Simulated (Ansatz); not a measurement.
## Match the barriers

Saddle point of SiNH7ClF, singlet (SiH₃Cl ([SiH3][Cl]) + NH₃ + HF → SiH₂ClF ([F][SiH2][Cl]) + NH₃ + H₂; bonds formed: Si1–F7, H2–H8, H6–N9; bonds broken: Si1–H2, H6–F7, H8–N9), PBE0-D4/def2-TZVP structure:

```csv
atom,x (Å),y (Å),z (Å)
Si1,-0.0417,1.4102,-0.6493
H2,-0.6489,-0.1217,-0.6313
H3,0.9658,1.1489,-1.7074
H4,0.0065,2.8337,-0.2215
Cl5,-1.9083,1.7210,-1.6883
H6,0.7477,-0.9860,1.3948
F7,0.7067,0.9385,0.7949
H8,-0.2841,-0.8730,0.0161
N9,0.1925,-1.6427,0.8476
H10,-0.5202,-2.0804,1.4208
H11,0.7840,-2.3485,0.4237
```

Ansatz 0.2.0; basis: def2-TZVPP, with def2-QZVPP for the basis limit; cores frozen in the correlated methods. Extrapolation: Hartree–Fock as exp(−7.88 √X), correlation as X^−2.97. Four methods, as single points on the PBE0-D4 structures, gave these electronic barriers from the start structure: 16.12, 18.63, 23.61, 32.36 kcal/mol.

Task: The methods were, in alphabetical order, BLYP-D4, CCSD(T), HF, r2SCAN-D4. Which gave which? (A judgement: the text doesn't fix the answer.)

Result: Computed: r2SCAN-D4 16.12; BLYP-D4 18.63; CCSD(T) 23.61; HF 32.36 kcal/mol. For comparison, CCSD(T) at an estimated basis limit (MP2 extrapolated from triple and quadruple zeta, plus CCSD(T) − MP2 in triple zeta) gives 22.26 kcal/mol.

No T1 diagnostic of these runs exceeds 0.011.

Labels in which every atom is bracketed show which atoms are joined, not bond orders.

For scale, one of the runs: CCSD(T)/def2-TZVPP, 244 basis functions, launched by `ansatz run in.yaml --threads 4 --pin off --events-out ev --progress --plain --max-ram 9574MiB`. Hardware: 4 CPU threads of an Arm Neoverse V2, shared host. Wall time 2.2 min; peak host memory 4.8 GiB.
